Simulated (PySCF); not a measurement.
CH3AlI2, SMILES [CH3][Al]([I])[I].

Geometry: PBE0-D3(BJ)/def2-SVP. The structure was generated by enumeration; whether it is a known compound was not checked. The def2 effective core potentials stand for the cores of I; spin–orbit coupling is left out.

Two levels are set side by side: TDA-PBE/def2-SVPD (PySCF) and TDA-ωB97X/def2-SVPD (PySCF). Vertical, same geometry. The lowest singlet is HOMO→LUMO 100 % with PBE and HOMO→LUMO 96 % with the other functional; states are paired by order. Differences are taken from unrounded values.

```json
[
 {"quantity": "lowest singlet excitation (eV)", "TDA-ωB97X": "5.35"},
 {"quantity": "lowest triplet excitation (TDA) (eV)", "TDA-ωB97X": "5.24"},
 {"quantity": "first bright state (f over 0.05) (eV)", "TDA-ωB97X": "5.98"},
 {"quantity": "its oscillator strength", "TDA-ωB97X": "0.15"}
]
```

Q: What does TDA-PBE give, and how far is it from TDA-ωB97X? (Estimate from the structure and the level; the computed values follow.)

A: 
```
quantity                               TDA-PBE  TDA-PBE minus TDA-ωB97X
-------------------------------------  -------  -----------------------
lowest singlet excitation (eV)            4.28                    -1.06
lowest triplet excitation (TDA) (eV)      4.18                    -1.06
first bright state (f over 0.05) (eV)     4.95                    -1.03
its oscillator strength                   0.11                    -0.04
```

Functionals without exact exchange tend to place singlet excitations lower, as here. Differences between two approximate levels are no errors against the true value.

Rough cost on one machine, each run with all the roots and properties that it gave: TDA-ωB97X against TDA-PBE about 3 times.
